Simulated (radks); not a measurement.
Values are calculated unless marked as measured or tabulated.
Spherical jellium clusters: N electrons in a uniform positive sphere of charge N and radius rs N^(1/3), rs = 3.47 bohr. Level of theory: non-relativistic Kohn-Sham, PBEsol, spin-polarised, spherical densities (a radial shooting solver with Libxc functionals). Levels are named by radial order and angular momentum (1s, 1p, 1d, 2s, ...), and open shells are averaged over m.

N = 12, configuration 1s2 1p6 1d(up 4, down 0). This is the lowest configuration that the search found. Occupied levels:

| level | occupation | eigenvalue (eV) | <r> (bohr) |
|---|---|---|---|
| 1s up | 1 | -5.8463 | 5.203 |
| 1s down | 1 | -5.5571 | 4.795 |
| 1p up | 3 | -4.5447 | 6.226 |
| 1p down | 3 | -4.0301 | 6.014 |
| 1d up | 4 | -2.9394 | 7.090 |

Energy (eV): total -20.0146, kinetic 27.472, external -576.53, Hartree 281.64, exchange-correlation -48.542, background 295.94.
